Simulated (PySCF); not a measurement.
Members of one series of related molecules.

All values: wB97X-D/def2-SVPD (PySCF) at PBE0-D3(BJ)/def2-SVP geometries, gas phase, one conformer each. Core orbitals are frozen in the response; Δα² is half the sum of the squared differences of the principal polarisabilities. Atoms past krypton carry effective core potentials. Dipoles and anisotropies that the point group forbids are given as zero.

Question: Rank by polarisability anisotropy Δα, lowest first.
A. `[Sn]([N]=C=O)([N]=C=O)([N]=C=O)[N]=C=O`
B. `C[S][Sn]([S]C)([S]C)[S]C`
C. `[I][Sn]([I])([I])[I]`

Answer: C (0.00 Å³), A (2.16 Å³), B (3.14 Å³).

Question: Rank by HOMO energy, lowest first.
A. `[CH3][Sn]([CH3])([CH3])[CH3]`
B. `O=C=[N][Sn]([N]=C=O)([N]=C=O)[N]=C=O`
C. `[I][Sn]([I])([I])[I]`
D. `C[S][Sn]([S]C)([S]C)[S]C`

Answer: B (-11.27 eV), C (-9.66 eV), A (-9.51 eV), D (-8.76 eV).

All values together:

```csv
SMILES,formula,μ (D),HOMO (eV),LUMO (eV),α (Å³),Δα (Å³),electrons,α per electron (Å³),ΔSCF removal energy (eV)
[CH3][Sn]([CH3])([CH3])[CH3],C4H12Sn,0.00,-9.51,1.68,13.52,0.01,86,0.157,–
[I][Sn]([I])([I])[I],SnI4,0.00,-9.66,-2.35,28.61,0.00,262,0.109,–
C[S][Sn]([S]C)([S]C)[S]C,C4H12S4Sn,0.34,-8.76,-0.10,26.39,3.14,150,0.176,–
O=C=[N][Sn]([N]=C=O)([N]=C=O)[N]=C=O,C4N4O4Sn,0.30,-11.27,-0.67,16.96,2.16,134,0.127,11.42
```

Conformers: `C[S][Sn]([S]C)([S]C)[S]C`; `O=C=[N][Sn]([N]=C=O)([N]=C=O)[N]=C=O`.

A dash marks a removal energy that wasn't run or isn't settled.
